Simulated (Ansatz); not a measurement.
A trace of molecular dynamics of C₂H₈ClNOSn (14 atoms, charge 0, multiplicity 1).

Theory: RKS PBE/def2-SVP (Ansatz 0.2.0).

* ensemble: NVT, Nosé–Hoover chain
* set temperature: 700 K
* thermostat: time constant 1 fs, chain length 1
* seed: 941104

```csv
time (fs),T (K),potential energy less start (eV),conserved less start (meV/atom)
0,700,0.000,0.00
3,719,0.503,0.38
6,565,0.964,0.31
9,853,1.305,0.63
12,648,0.822,0.07
15,747,1.152,0.50
18,613,1.150,0.27
21,775,1.449,0.58
24,630,1.211,0.16
27,832,1.459,0.49
30,655,1.380,0.40
33,624,1.138,0.23
36,836,0.894,0.13
39,678,0.971,0.20
42,540,1.429,0.48
45,674,1.259,0.09
48,1059,1.153,0.08
51,500,1.153,0.10
54,494,1.397,0.32
57,971,1.150,0.15
60,777,0.839,0.10
63,454,0.739,0.09
66,756,0.965,0.13
69,936,1.115,0.18
72,502,0.999,0.19
75,606,0.669,0.09
```

Is this trajectory sound?

The conserved energy stayed within 0.66 meV per atom of its start (net change 0.093 meV per atom), so the integration is sound. A run of 0.075 ps of so small a system gives no equilibrium averages. The time step was 0.5 fs.

The run took 4.9 min on 4 threads of Arm Neoverse V1, on a shared host, peak memory 0.2 GiB.
